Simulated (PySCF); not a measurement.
A GIAO shielding run with PySCF 2.14 (density fitting, non-relativistic, gas phase) on `C[C@@H]1C[C@H](C#N)O[SiH2]1`, C$_{5}$H$_{9}$NOSi:

```
$ OMP_NUM_THREADS=1 python probes_run.py task.json out

{"job": {"kind": "nmr", "xc": "PBE0", "basis": "pcSseg-1"}, "charge": 0, "multiplicity": 1}
C     -2.178063    -0.027289     0.189411
C     -0.785043     0.513570    -0.098052
C      0.100788    -0.522721    -0.795391
C      1.560745    -0.080467    -0.590161
C      2.457008    -1.211464    -0.727540
N      3.140792    -2.121159    -0.830191
O      1.708380     0.491279     0.690430
Si     0.313426     0.971797     1.402023
H     -2.674373    -0.329936    -0.731990
H     -2.786337     0.734645     0.670409
H     -2.128821    -0.890588     0.849307
H     -0.884795     1.382580    -0.757917
H     -0.037573    -1.495110    -0.315438
H     -0.120532    -0.628856    -1.858308
H      1.843856     0.675216    -1.339286
H      0.403422     2.403241     1.655163
H      0.060123     0.147291     2.577620
```

Hardware: 1 thread of an Arm Neoverse N1, shared host. The job also computes population analyses, field gradients, ring-centre shieldings.

(1) How large is the calculation?

(2) How long does it take, and how much memory does it need?

Answers

(1) 68 electrons, 188 basis functions and 991 auxiliary functions.

(2) 48 s of wall time, with 14 SCF cycles and 5 response iterations; peak memory 0.85 GiB. Times on a shared host scatter by some tens of per cent.
